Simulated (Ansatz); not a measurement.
The pair A = CH2O (SMILES C=O) (first 4 atoms), B = H4OSi (SMILES O[SiH3]); geometry from B3LYP-D3(BJ)/def2-TZVP.
(charge 0, multiplicity 1):
```xyz
10

C      0.26944    -0.48795     0.03556
O     -0.75617    -0.43795     0.66527
H      0.28104    -0.83152    -1.01293
H      1.23532    -0.19306     0.47969
O      0.26796     0.53494     3.08292
Si     0.06182    -0.09989     4.58536
H     -0.29511     0.22011     2.35634
H     -1.29282     0.17373     5.12872
H      1.07520     0.53695     5.45298
H      0.26392    -1.57235     4.59767
```

Cores are frozen in the correlated methods.

Run with Ansatz (a program for electronic structure). Values without a source in brackets are computed.

Total energies (hartree), monomers frozen at their geometry in the pair:

```csv
structure,PBE/def2-TZVPPD,MP2/aug-cc-pV(D+d)Z,CCSD(T)/aug-cc-pV(D+d)Z
AB,-481.3875139,-480.7213884,-480.7842332
A in the pair's basis,-114.4208957,-114.2193313,-114.2456664
B in the pair's basis,-366.9575600,-366.4931970,-366.5297479
A,-114.4208482,-114.2181979,-114.2444884
B,-366.9574938,-366.4922775,-366.5287543
```

**Question.** Work out the interaction energy without and with the counterpoise correction, and the superposition error, for each level.

**Answer.** 
E(AB) − E(A) − E(B), times 627.509 kcal/mol, with the monomers in their own basis and then in the pair's basis:
- PBE/def2-TZVPPD: -5.76 uncorrected, -5.68 corrected; the monomers gain 0.07 kcal/mol from borrowed functions
- MP2/aug-cc-pV(D+d)Z: -6.85 uncorrected, -5.56 corrected; the monomers gain 1.29 kcal/mol from borrowed functions
- CCSD(T)/aug-cc-pV(D+d)Z: -6.90 uncorrected, -5.53 corrected; the monomers gain 1.36 kcal/mol from borrowed functions
